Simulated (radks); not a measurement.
V V, configuration [Ar] 3d1 (the NIST ground configuration).

All-electron calculation, non-relativistic Kohn-Sham, LDA (Slater exchange, Perdew-Wang correlation), spin-polarised, spherical densities, point nucleus; open shells are filled with parallel spins first. Program: a radial shooting solver on a logarithmic mesh with Libxc functionals.

Energy parts (Ry):
total: -1876.16146
kinetic: 1873.79238
electron-nucleus: -4374.59296
Hartree: 707.28934
exchange-correlation: -82.65021

Orbitals (lengths in bohr, moments of r in powers of bohr; r(90%) holds 90 % of the orbital's charge):
| orbital | occ. | eigenvalue (Ry) | <1/r> | <r^4> | r(90%) |
|---|---|---|---|---|---|
| 1s down | 1 | -394.5540 | 22.48 | 0.00009371 | 0.120 |
| 1s up | 1 | -394.5540 | 22.48 | 0.00009371 | 0.120 |
| 2s up | 1 | -47.85542 | 4.722 | 0.02312 | 0.484 |
| 2s down | 1 | -47.81576 | 4.725 | 0.02306 | 0.484 |
| 2p up | 3 | -41.08224 | 4.670 | 0.01790 | 0.453 |
| 2p down | 3 | -41.05166 | 4.673 | 0.01784 | 0.452 |
| 3s up | 1 | -8.99287 | 1.516 | 1.552 | 1.38 |
| 3s down | 1 | -8.90308 | 1.513 | 1.562 | 1.39 |
| 3p up | 3 | -7.11404 | 1.412 | 2.005 | 1.48 |
| 3p down | 3 | -7.02617 | 1.409 | 2.026 | 1.48 |
| 3d up | 1 | -4.13493 | 1.174 | 3.855 | 1.74 |
| 3d down | 0 | -4.04954 | 1.169 | 3.981 | 1.75 |

The highest occupied level is 3d up at -56.259 eV. The density falls to 0.001 e/bohr^3 at r = 2.53 bohr. Spin moment in Bohr magnetons: 1.
